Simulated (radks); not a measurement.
The numbers below are computed, except where a source is named.
Ionisation of the molybdenum ion Mo21+, [Ar] 3d3, to [Ar] 3d2 as the strength of local exchange is varied. Code: a radial shooting solver on a logarithmic mesh with Libxc functionals. Model: Dirac Kohn-Sham, Slater X-alpha exchange (alpha = 2/3 is LDA exchange), no correlation, spin-unpolarised, spherical densities, finite nucleus; open shells fill j = l - 1/2 first; Fermi nuclear charge, rms radius 4.4091 fm.

| alpha | E(Mo21+) (hartree) | exchange (hartree) | IE (eV) | -e of the level emptied (eV) | <r> of it (bohr) |
|---|---|---|---|---|---|
| 0.609 | -3783.68590 | -82.55361 | 943.86 | 912.18 (3d3/2) | 0.3550 |
| 0.667 | -3791.55409 | -90.55255 | 949.76 | 918.06 (3d3/2) | 0.3539 |
| 0.715 | -3798.07469 | -97.19036 | 954.66 | 922.93 (3d3/2) | 0.3531 |
| 0.995 | -3836.27380 | -136.23575 | 983.52 | 951.67 (3d3/2) | 0.3483 |
| x | -3842.16465 | -142.28115 | 987.99 | 956.13 (3d3/2) | 0.3476 |

Which alpha was used in the last row?

Answer. alpha = 1.038. NIST Atomic Spectra Database: 953 +/- 4 eV (theoretical). The Delta-SCF value meets it near alpha = 0.70. Spin polarisation and multiplet splitting are left out, so open shells lie too high by an amount that depends on their filling.

Beside tabulated values, note that spin-unpolarised runs miss the spin-polarisation part of the exchange energy of open shells.
